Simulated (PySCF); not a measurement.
## Dipole moment and polarisability of `FC(F)O[C@@H]1CCO[SiH2]1`

Compound: C4H8F2O2Si.
Geometry (PBE0-D3(BJ)/def2-SVP, Å), atoms numbered from 1 in this order:
```
atom  x, y, z in Å
F1     3.2908   -0.6666    1.1085
C2     2.3727   -0.1377    0.3018
F3     2.4671    1.2106    0.4173
O4     1.1633   -0.5836    0.7021
C5     0.0966   -0.4747   -0.2400
C6    -0.5161    0.9292   -0.2848
C7    -1.3963    1.0894    0.9542
O8    -2.1483   -0.0996    1.1283
Si9   -1.3898   -1.4457    0.4763
H10    2.5981   -0.3988   -0.7513
H11    0.4413   -0.7990   -1.2387
H12    0.2493    1.7161   -0.3541
H13   -1.1476    0.9931   -1.1879
H14   -2.0911    1.9375    0.8522
H15   -0.7679    1.2714    1.8446
H16   -2.2366   -2.0843   -0.5732
H17   -0.9968   -2.4492    1.5018
```

Level: CAM-B3LYP/def2-SVPD (PySCF), static field, nuclei fixed, core orbitals frozen in the response. The polarisability tensor in these axes (au):

```
x   85.52  3.38  0.45
y    3.38 82.49 -0.47
z    0.45 -0.47 71.70
```

Question: Diagonalise the tensor; give its mean and Δα, where Δα² is half the sum of the squared differences of the eigenvalues.

Answer: Principal values 71.65, 80.35 and 87.71 au; mean 79.90 au = 11.84 Å³ = 13.17 × 10⁻⁴⁰ C²·m²/J; Δα = 13.93 au (17 % of the mean).

Question: What is the dipole moment, and where does it point?

Answer: (-0.56, -0.08, -2.89) D, 2.95 D in size, pointing from the negative to the positive side. Measured along this direction, the outermost atoms are F1 and H15 at the negative end and H13 at the positive end.

Question: Directions of the eigenvectors, and the extent of the frame along each?

Answer: Largest value along (0.84, 0.54, 0.01), where the nuclei span 5.75 Å; middle along (-0.54, 0.84, -0.07), 5.11 Å; least along (-0.05, 0.06, 1.00), 3.25 Å. The response follows the extents in order.

Question: What are the principal values of the traceless quadrupole moment, Θ = ½Σq(3rr − r²1), about the centre of nuclear charge?

Answer: -10.44, 3.06, 7.38 D·Å. The values depend on the origin, since the dipole doesn't vanish. The electronic extent ⟨r²⟩ about the same centre is 1552 bohr², a root-mean-square distance of 2.33 Å for the 80 electrons.

Question: Refractivity n − 1 of an ideal gas of it at 500 K and 1 atm, from the electronic α?

Answer: N = p/kT = 1.4678 × 10¹⁹ cm⁻³, so n − 1 = 2π × N × 11.84 × 10⁻²⁴ cm³ = 1092 × 10⁻⁶ at long wavelengths.

One conformer (not necessarily the lowest) at the PBE0-D3(BJ)/def2-SVP geometry, without solvent, vibrations or thermal averaging.
